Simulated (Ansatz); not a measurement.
Basis-set extrapolation for F₂H₆N₂Si₂, SMILES `N[Si@H](F)[Si@@H](N)F` (PBE0-D4/def2-TZVP geometry, frozen core, Ansatz). Multiplicity 1, RHF reference.

|  | def2-TZVPP | def2-QZVPP |
| --- | --- | --- |
| HF | -889.509720 | -889.543773 |
| MP2 correlation | -1.163800 | -1.263773 |
| CCSD(T) correlation | -1.241031 | not run |

Energies in hartree. Use E(X) = E(∞) + A·exp(−7.88·√X) for Hartree–Fock and E(X) = E(∞) + B·X^(−2.97) for correlation, with X = 3 and 4, and add CCSD(T) minus MP2 of the smaller set to the MP2 limit.

Problem. What is the CCSD(T) energy at the basis-set limit?

Solution. HF limit: -889.543773 + (-0.034053) × 0.13774 = -889.54846. MP2 limit: -1.263773 + (-0.099973) × 0.74074 = -1.33783. Higher-order term: -1.241031 − (-1.163800) = -0.07723. Total: -890.96352 hartree, 5.79 eV below CCSD(T)/def2-TZVPP.
